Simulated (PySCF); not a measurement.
Ligand exchange on a metal centre used in film growth or etching (Mo OH-NH2). Isolated molecules, 0 K electronic values unless said otherwise. One relaxed conformer stands for each flexible species; it need not be the lowest.

The HOMO–LUMO gap from two functionals at the same geometries (TPSS-D3(BJ)/def2-SVP), both in PySCF: PBE-D3(BJ)/def2-TZVP and B3LYP-D3(BJ)/def2-TZVP. B3LYP has the VWN-RPA correlation part, as in Gaussian. 

```tsv
species	PBE-D3(BJ)/def2-TZVP (eV)
0 of 6 OH replaced by NH2 ([Mo(OH)6])	2.94
1 of 6 OH replaced by NH2 ([Mo(OH)5(NH2)])	2.56
2 of 6 OH replaced by NH2 ([Mo(OH)4(NH2)2])	2.58
3 of 6 OH replaced by NH2 ([Mo(OH)3(NH2)3])	2.71
4 of 6 OH replaced by NH2 ([Mo(OH)2(NH2)4])	2.34
5 of 6 OH replaced by NH2 ([Mo(OH)(NH2)5])	2.35
6 of 6 OH replaced by NH2	2.80
```

### Question
What does B3LYP-D3(BJ)/def2-TZVP give for each?

### Answer

- 0 of 6 OH replaced by NH2 ([Mo(OH)6]): 4.68
- 1 of 6 OH replaced by NH2 ([Mo(OH)5(NH2)]): 4.11
- 2 of 6 OH replaced by NH2 ([Mo(OH)4(NH2)2]): 4.13
- 3 of 6 OH replaced by NH2 ([Mo(OH)3(NH2)3]): 4.22
- 4 of 6 OH replaced by NH2 ([Mo(OH)2(NH2)4]): 3.83
- 5 of 6 OH replaced by NH2 ([Mo(OH)(NH2)5]): 3.80
- 6 of 6 OH replaced by NH2: 4.18
Over these rows, drawn at random from the members with no instability flagged (it was tested for open shells, ions and some series alone), PBE minus B3LYP-D3(BJ): mean -1.53 eV, from -1.74 eV to -1.38 eV.
